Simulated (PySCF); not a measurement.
Question: Write Cartesian coordinates for `COB(OC)[SiH2]N(C)C` as optimised with PBE0-D3(BJ)/def2-SVP.

Answer: 
```
atom  x, y, z in Å
C1     2.294    1.886   -0.261
O2     1.136    1.491    0.440
B3     0.897    0.184    0.725
O4     1.820   -0.723    0.313
C5     1.729   -2.112    0.473
Si6   -0.868   -0.196    1.680
N7    -2.160   -0.109    0.506
C8    -3.446   -0.699    0.773
C9    -2.194    0.932   -0.490
H10    3.206    1.483    0.205
H11    2.339    2.984   -0.254
H12    2.265    1.537   -1.306
H13    2.569   -2.470    1.089
H14    1.795   -2.598   -0.512
H15    0.786   -2.417    0.954
H16   -1.018    0.758    2.840
H17   -0.964   -1.565    2.287
H18   -3.350   -1.538    1.478
H19   -4.174    0.021    1.205
H20   -3.897   -1.096   -0.156
H21   -2.542    0.539   -1.465
H22   -1.193    1.363   -0.637
H23   -2.874    1.765   -0.214
```

Orientation and origin are arbitrary. Atoms count from 1 in this order. O2 (boron-bound oxygen) is bent (angle 121.2°). Of the pairs four or more bonds apart, Si6···H15 is among the closest relative to their van der Waals radii: 2.86 Å, 87 % of the sum of Bondi's values. B3 (three-coordinate boron) is planar (angles 127.2°, 117.3° and 115.4°, sum 360.0°, 0.02 Å off the plane of its three neighbours). Si6 (SiH2 silicon) is distorted tetrahedral (angles from 105.1° to 114.4°).

Bonds between heavy atoms (Å): C1–O2 1.410, O2–B3 1.360, B3–O4 1.358, O4–C5 1.401, B3–Si6 2.043, Si6–N7 1.747, N7–C8 1.440, N7–C9 1.441.

Level of theory: PBE0-D3(BJ)/def2-SVP geometry optimisation, gas phase in PySCF.

Point group: C1 (no symmetry element, even within 0.4 Å). No PBE0-D3(BJ)/def2-SVP frequencies stand behind this structure, so it isn't proved a minimum. The numbers are those of one conformer (C1–O2–B3–O4 0°, O2–B3–O4–C5 -178°, O2–B3–Si6–N7 77°, B3–Si6–N7–C8 162°).

Cost: about 5 min of CPU time on one thread; the machine was shared, so the figure is rough. This is the geometry optimisation.
